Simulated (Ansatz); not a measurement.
`C[CH](C)[GaH][CH](C)C` + `CC(=O)C(C)(C)C(C)C` → `C[CH](C)[Ga]([CH](C)C)[CH](C)C` + `CC(=O)C(C)C`  (formal exchange of groups at a Ga–H bond)

Calculated with Ansatz (gas phase, PBE0-D4/def2-TZVP geometries, no zero-point term in ΔE). CCSD(T)/CBS adds triple-zeta CCSD(T) − MP2 to the extrapolated MP2 energy (def2 sets, frozen cores). DFT in def2-TZVPP. For Ga outer-core shells are correlated without core-valence functions, which leaves a few kJ/mol of doubt a bond. Scalar relativity is left out up to krypton. One conformer a species, not always the lowest.

| level | ΔE (kJ/mol) |
| --- | --- |
| PBE-D4 | -16.1 |
| r2SCAN-D4 | -9.1 |

**Question.** What does CCSD(T)/CBS give? (Estimate.)

**Answer.** The calculation gave: -9.4 kJ/mol. The listed levels differ from it by -6.7, 0.3 kJ/mol.

Largest T1 diagnostic among the species: 0.012.

In def2-TZVPP, CCSD(T) changes the Hartree–Fock value by +6.7 kJ/mol (the triples alone add +2.0 kJ/mol) and MP2 by +7.1 kJ/mol. From PBE to PBE0 (25 % exact exchange), in def2-TZVPP and without D4, ΔE moves by +5.2 kJ/mol. The D4 term adds +6.2 kJ/mol with B3LYP and +2.6 kJ/mol with PBE0; it sums over pairs of atoms, weighted by their polarisabilities, and B3LYP, whose exchange is more repulsive, gets the larger term.

B3LYP here is the variant with VWN-RPA as its local correlation; programs differ in this.
